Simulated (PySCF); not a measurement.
Working out the ionisation energy of Co

Co [Ar] 3d7 4s2 (4F) → Co⁺ [Ar] 3d8 (3F). All numbers are calculated (PySCF 2.14, scalar relativity by spin-free X2C-1e, in Sapporo-DKH3-DZP-2012 (6s4p3d1f, 40 functions)). Frozen: [Ar]. Energies in hartree (1 hartree = 27.21139 eV):

| part | Co (lower) | Co⁺ (upper) |
| --- | --- | --- |
| UHF | -1391.847696 | -1391.544444 |
| MP2 opposite-spin | -0.122559 | -0.143726 |
| MP2 same-spin | -0.078397 | -0.089423 |

Task: What does Hartree-Fock give?

Result: (-1391.544444) − (-1391.847696) = 0.303252 hartree = 8.252 eV.

Task: What do MP2 and SCS-MP2 (6/5 opposite-spin, 1/3 same-spin) give?

Result: The opposite-spin parts differ by -0.576 eV and the same-spin parts by -0.300 eV. MP2: 8.252 + (-0.576) + (-0.300) = 7.376 eV. SCS-MP2: 8.252 + 1.2 × (-0.576) + (-0.300)/3 = 7.461 eV.

Measured between the centres of the two terms (NIST): 7.869 eV, so MP2 (valence) is off by -0.493 eV.

A double-zeta basis recovers only part of the correlation energy.

What remains against the reference includes basis incompleteness, the frozen core and correlation beyond second order.
